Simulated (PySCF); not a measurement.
PySCF was given this input:
```python
from pyscf import gto, scf, mp

mol = gto.M(
    atom='''
O    -1.09308738   -0.88323460   -0.08685725
B    -0.08237348   -0.06601100    0.00677273
O    -0.13218232    1.29940220    0.03495599
O     1.23833739   -0.40566819    0.11022515
H    -2.02706275   -0.67440861   -0.20388540
H     0.62030676    1.87551140    0.23799710
H     1.71408196   -0.95504299   -0.53456646
''',
    basis='6-31g',
    charge=1,
    spin=5,
    verbose=3,
)

mf = scf.UHF(mol)
mf.kernel()

pt = mp.MP2(mf)
pt.kernel()
print('E(MP2) = %.10f' % pt.e_tot)
```

Problem. What does this run give for the nuclear repulsion energy, MP2 correlation energy, number of basis functions?

Solution. 
```json
{
 "nuclear_repulsion_energy": "117.2829 Eh",
 "MP2 correlation energy": "-0.2969 Eh",
 "number_of_basis_functions": "42"
}
```

These values belong to the state on which the SCF converged, which isn't shown to be the lowest.
